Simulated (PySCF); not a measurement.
**Electron correlation in Ni²⁺ (nickel, charge +2)**

[Ar] 3d7 4s1, 4s spin antiparallel (an excited configuration). Calculation: PySCF 2.14, in x2c-QZVPPall with one added diffuse shell each of s, p, d, f, g type (12s8p7d5f3g, 133 functions); scalar relativity by spin-free X2C-1e. Frozen: [Ne]; 16 electrons correlated.

MP2 pair energies summed by pair of shells (mhartree):

| pair | energy | share (%) |
| --- | --- | --- |
| 3p-3d | -201.06 | 35.9 |
| 3d-3d | -188.56 | 33.6 |
| 3p-3p | -58.15 | 10.4 |
| 3s-3d | -43.39 | 7.7 |
| 3s-3p | -29.70 | 5.3 |
| 3d-4s | -26.28 | 4.7 |
| 3p-4s | -8.15 | 1.5 |
| 3s-3s | -4.62 | 0.8 |
| 3s-4s | -0.72 | 0.1 |

Total MP2 correlation energy: -560.63 mhartree.

Same-spin part -181.77 and opposite-spin part -378.86 mhartree; SCS-MP2 scales them by 1/3 and 6/5 to -515.22 mhartree.

This basis was not built for core-valence correlation, so the inner-shell part is incomplete.
